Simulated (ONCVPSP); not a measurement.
**Before and after: ONCV potential for Yb (Z = 70)**

```json
{
  "Element": "Yb",
  "Generator": "ONCVPSP 4.0.1",
  "Type": "optimised norm-conserving Vanderbilt (ONCV)",
  "Functional": "PBE",
  "Relativity": "scalar-relativistic",
  "Frozen core": "[Kr] 4d10 4f13",
  "Valence charge": "11",
  "Reference configuration": "5s2 5p6 5d1 6s2",
  "Partial waves": "5s+6s: rc 1.75 bohr, ncon 3, nbas 7, qcut 7.9 1/bohr, 2 projectors; 5p: rc 2.25 bohr, ncon 4, nbas 7, qcut 6.1 1/bohr, 2 projectors, debl 0.3 Ha; 5d: rc 3.10 bohr, ncon 4, nbas 8, qcut 4.7 1/bohr, 2 projectors, debl 3.6 Ha",
  "Local potential": "polynomial inside 1.45 bohr (lpopt 5, dvloc0 3 Ha)",
  "Core correction": "none"
}
```

In the p channel the program set the typed energies aside and used -1.140, 0.250 Ha.

All-electron outer shells of the reference configuration (PBE, scalar-relativistic, ld1.x):

```tsv
shell	level (eV)	outermost node (bohr)	outermost maximum (bohr)
5s	-59.34	0.58	1.07
5p	-31.02	0.62	1.22
4f	-9.61	–	0.48
6s	-4.57	1.44	3.12
5d	-1.86	0.70	1.85
```

Change: core correction Teter function, fcfact 4.75, rcfact 1.7.

Cutoffs: the cutoffs (Ha) at which the residual kinetic energy of the hardest occupied pseudo-wave falls to 1 and 0.1 mHa per electron; they do not see the model core or the augmentation charge, which bear on the density cutoff. Errors are all-electron minus pseudo energies relative to the spin-unpolarised reference configuration.

Task: What does the change do?

Result: The potential gets neither clearly harder nor softer (20 Ha and 24 Ha → 20 Ha and 24 Ha); of the 3 tests that both files solve, the error grows in 3 and shrinks in 0 by more than 15 % and 0.3 meV (median size 24.1 → 54.4 meV); neither file shows a bound ghost. A model core, the more so a compact one, raises the density cutoff, which this test does not measure.

| quantity | base | changed |
| --- | --- | --- |
| cutoff, loose | 20 Ha | 20 Ha |
| cutoff, tight | 24 Ha | 24 Ha |
| bound ghosts | none | none |
| GHOST(+) flags under 300 eV | s at 287.2 eV | s at 287.2 eV |
| tests counted as reliable (solved cleanly; for ONCVPSP, near-neutral configurations with less than one 5d electron left out) | 3 of 4 | 3 of 4 |
| error for 5s2 5p6 5d1 6s1, meV [ΔE 7.26 eV] | +2.3 | -7.3 |
| error for 5s2 5p6 5d1 6s0, meV [ΔE 20.36 eV] | +24 | -54 |
| error for 5s1 5p6 5d1 6s2, meV [ΔE 65.30 eV] | -482 | -569 |
| s: phases at 1.78 bohr within 0.05 rad from the reference energy up to (Ha; the scan ends near 5) | to the end of the scan | to the end of the scan |
| p: phases at 2.29 bohr within 0.05 rad from the reference energy up to (Ha; the scan ends near 5) | to the end of the scan | to the end of the scan |
| d: phases at 3.14 bohr within 0.05 rad from the reference energy up to (Ha; the scan ends near 5) | 0.7 | 0.7 |
